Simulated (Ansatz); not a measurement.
```yaml
crystal:
  periodic: [false, false, false]
  atoms:
    - {symbol: Cl, position_ang: [-2.111010, -0.026826, -1.067313]}
    - {symbol: C, position_ang: [-0.862370, 1.069536, -0.403201]}
    - {symbol: C, position_ang: [0.502370, 0.424742, -0.380578]}
    - {symbol: Ge, position_ang: [0.609181, -1.223459, 0.691446]}
    - {symbol: H, position_ang: [-0.882714, 1.960492, -1.031337]}
    - {symbol: H, position_ang: [-1.199145, 1.340632, 0.597550]}
    - {symbol: H, position_ang: [1.214071, 1.140920, 0.043176]}
    - {symbol: H, position_ang: [0.835824, 0.203045, -1.397108]}
    - {symbol: H, position_ang: [-0.186987, -1.026968, 1.994345]}
    - {symbol: h, position_ang: [2.085815, -1.481905, 1.042750]}
    - {symbol: H, position_ang: [0.060266, -2.437009, -0.069030]}
basis:
  gaussian: {orbitals: cc-pVTZ}
hamiltonian: {xc: {name: B97}}
```

```sh
$ ansatz run in.yaml --threads 4 --pin off --events-out ev --progress --plain --max-ram 10444MiB
```

It prints (some lines left out):

```
Error: YAML parse error: error: line 13 column 16: `h` is not an element symbol (H … Og, case-exact)
11 |     - {symbol: H, position_ang: [0.835824, 0.203045, -1.397108]}
12 |     - {symbol: H, position_ang: [-0.186987, -1.026968, 1.994345]}
13 |     - {symbol: h, position_ang: [2.085815, -1.481905, 1.042750]}
14 |     - {symbol: H, position_ang: [0.060266, -2.437009, -0.069030]}
15 | basis:
```

What is wrong with this run?

An element symbol is wrong. The input was rejected before any iteration.
